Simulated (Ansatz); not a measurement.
## A geometry optimisation of CH9BSi2 with PBE-D3(BJ)/def2-SVP

The starting geometry of this gas-phase singlet was optimised with GFN2-xTB; its bonds are those of `B[SiH2]C[SiH3]`.

```xyz
13

C    -0.6089   -0.8146   -0.6465
B     0.6521    1.9593    0.1424
Si   -1.0200    0.9800   -0.1024
Si    0.5335   -1.7588    0.5318
H     1.3398    2.2318   -0.7663
H     1.0239    2.3025    1.1970
H    -1.8989    0.8514    1.0778
H    -1.9220    1.5247   -1.1422
H    -0.1428   -0.7746   -1.6319
H    -1.5384   -1.3683   -0.7748
H    -0.1123   -1.9358    1.8335
H     1.7768   -0.9966    0.7109
H     0.8655   -3.0775   -0.0181
```

Where would you expect an optimisation with PBE-D3(BJ)/def2-SVP to take it?

A new bond forms, giving a structure with H12 bridging B2 and Si4, given below by its coordinates. Distances that change by over a tenth: B2–Si4 (3.74 → 2.29 Å), Si3–Si4 (3.21 → 2.63 Å), Si4–H12 (1.47 → 1.67 Å). Contacts that close: B2–H12 (3.21 → 1.32 Å).

The energy falls by 0.66 eV over 28 steps:

| step | E − E(last) (eV) |
| --- | --- |
| 1 | 0.661 |
| 4 | 0.467 |
| 7 | 0.457 |
| 10 | 0.430 |
| 13 | 0.140 |
| 16 | 0.024 |
| 19 | 0.008 |
| 22 | 0.003 |
| 25 | 0.000 |
| 28 | 0.000 |

Final geometry (Å):

```xyz
13

C    -0.9440   -0.9641   -0.8049
B     0.8529    1.0395    0.4161
Si   -1.1109    0.8325   -0.1275
Si    0.4542   -1.2162    0.4163
H     1.4047    1.5232   -0.5672
H     1.1455    1.5078    1.5012
H    -2.0991    0.8223    1.0101
H    -1.5654    1.8392   -1.1513
H    -0.5359   -0.9422   -1.8369
H    -1.8009   -1.6624   -0.7554
H     0.0008   -1.3840    1.8339
H     1.6291   -0.0291    0.3684
H     1.5171   -2.2430    0.1086
```

Frequencies at the end are all real (lowest 112 cm⁻¹). Run with Ansatz 0.2.0, 2 min on 2 threads of Intel(R) Xeon(R) Processor @ 2.50GHz (Skylake/Cascade Lake), on a shared host.
